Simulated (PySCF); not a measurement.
Method: PySCF 2.14.0 with PBE-D3(BJ)/def2-TZVP // PBE0-D3(BJ)/def2-TZVP. Isolated molecules, 0 K electronic values unless said otherwise. 

Reference species (SMILES): `Cl[Si]Cl` (excited triplet) (neutral, multiplicity 3).

```yaml
dipole_moment: 0.54 D
```

Changed species: `Cl[Si]C#C` (excited triplet) (X = ethynyl, multiplicity 3; the reference has X = chloro, multiplicity 3).

Task: Predict the effect on the dipole moment.

Result: the dipole moment increases by 0.48 D, to 1.02 D.
